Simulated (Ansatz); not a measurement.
C2H7FGeSi (`C=C[SiH](F)[GeH3]`), relaxed with RKS PBE0-D4/def2-TZVP in Ansatz 0.2.0 from a PBE-D4/def2-SVP geometry. The force threshold is 0.005 eV/Å; the program also tests the step.

Charge 0, multiplicity 1.

Start:

```xyz
12

C    -0.535   -2.304    0.357
C     0.337   -1.279    0.458
Si   -0.212    0.481    0.759
F     0.539    1.092    2.095
Ge    0.391    1.887   -1.081
H    -0.209   -3.333    0.127
H    -1.621   -2.159    0.498
H     1.414   -1.483    0.307
H    -1.696    0.493    1.009
H    -0.396    1.469   -2.353
H     0.082    3.379   -0.787
H     1.906    1.756   -1.390
```

How much energy does the relaxation release, and in how many steps? (An estimate is asked.)

Computed: 6.50 kJ/mol, in 8 steps.

Which bonds change most? (An estimate is asked.)

Computed: Si3–F4 from 1.650 to 1.608 Å; C2–Si3 from 1.868 to 1.850 Å; Si3–H9 from 1.506 to 1.487 Å; C1–C2 from 1.349 to 1.331 Å.

Give the relaxed structure. (An estimate is asked.)

The calculation gave: 
```xyz
12

C    -0.534   -2.274    0.364
C     0.345   -1.279    0.457
Si   -0.194    0.467    0.748
F     0.518    1.052    2.066
Ge    0.392    1.883   -1.076
H    -0.234   -3.295    0.143
H    -1.599   -2.110    0.505
H     1.400   -1.500    0.306
H    -1.662    0.468    0.984
H    -0.383    1.452   -2.334
H     0.054    3.353   -0.779
H     1.896    1.784   -1.385
```
